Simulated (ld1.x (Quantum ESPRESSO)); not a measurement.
An all-electron radial function and its pseudo partner (vanadium)

Columns: radius, all-electron u(r) and pseudo u(r) of the 4p shell (level -4.15 eV) of vanadium in the configuration [Ar] 3d3 4s1.5 4p0; LDA (PZ), scalar-relativistic, RRKJ scheme, ld1.x (Quantum ESPRESSO) 7.5.

| r (bohr) | all-electron | pseudo |
| --- | --- | --- |
| 0.138 | 0.1256 | 0.0042 |
| 0.275 | 0.0652 | 0.0161 |
| 0.413 | -0.0736 | 0.0340 |
| 0.550 | -0.1765 | 0.0553 |
| 0.688 | -0.2192 | 0.0779 |
| 0.825 | -0.2103 | 0.0997 |
| 0.963 | -0.1665 | 0.1202 |
| 1.100 | -0.1033 | 0.1395 |
| 1.238 | -0.0305 | 0.1594 |
| 1.375 | 0.0440 | 0.1814 |
| 1.513 | 0.1170 | 0.2076 |
| 1.650 | 0.1848 | 0.2386 |
| 1.788 | 0.2472 | 0.2748 |
| 1.925 | 0.3026 | 0.3142 |
| 2.062 | 0.3513 | 0.3548 |
| 2.200 | 0.3938 | 0.3943 |
| 2.338 | 0.4298 | 0.4298 |
| 2.475 | 0.4597 | 0.4597 |
| 2.613 | 0.4842 | 0.4842 |
| 2.750 | 0.5034 | 0.5034 |
| 2.888 | 0.5180 | 0.5180 |
| 3.025 | 0.5282 | 0.5282 |
| 3.162 | 0.5346 | 0.5346 |
| 3.300 | 0.5374 | 0.5374 |
| 3.438 | 0.5372 | 0.5372 |
| 3.575 | 0.5343 | 0.5343 |

(1) How many radial nodes do the two functions have?

(2) At about which radius was the pseudo-wave matched?

(3) Where does each function peak?

(4) Is the pseudo-wave norm-conserving?

Results:

(1) The all-electron 4p function has n − l − 1 = 2; the pseudo-wave has 0, since the states of the same l below it are removed with the core.

(2) 2.40 bohr, where the columns begin to agree (steps of 0.14 bohr).

(3) Outermost all-electron maximum near 3.30 bohr, pseudo maximum near 3.30 bohr (to the table’s step).

(4) Yes: the RRKJ scheme keeps the norm inside the radius equal to the all-electron one, which fixes the energy derivative of the logarithmic derivative at the level.
